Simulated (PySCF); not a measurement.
Gas-phase reaction: ZrOCl2 + 3 O ⇌ ZrO2 + 2 ClO

Method: PySCF energies (xtb for GFN2) plus ideal-gas RRHO corrections (1 bar). † marks an energy on the PBE0/def2-TZVP geometry and frequencies; other levels use their own. Open shells (unrestricted): O (multiplicity 3), ClO (multiplicity 2); the rest are closed-shell singlets. GFN2 has no spin-polarisation term. Spin-orbit splitting is ignored; it lowers the true energy and changes the entropy of O, ClO. Zr: scalar-relativistic def2 core potential, no spin-orbit coupling. ZrOCl2: computed as isolated molecules; such fragments, hydroxides, amides, oligomers or adducts are transient or little studied in the gas.

PBE/def2-TZVP† gives ΔH°(298 K) = -380 kJ.

Problem. What do LDA/def2-TZVP†, GFN2-xTB, ωB97X-V/def2-TZVP† give?

Solution. LDA/def2-TZVP†: -569 kJ; GFN2-xTB: -1016 kJ; ωB97X-V/def2-TZVP†: -201 kJ. For scale, ΔH°(298 K) is -380 kJ at this level, -196 kJ at ωB97M-V/def2-TZVP†, and runs from -1016 to -138 kJ over the 13 levels computed.
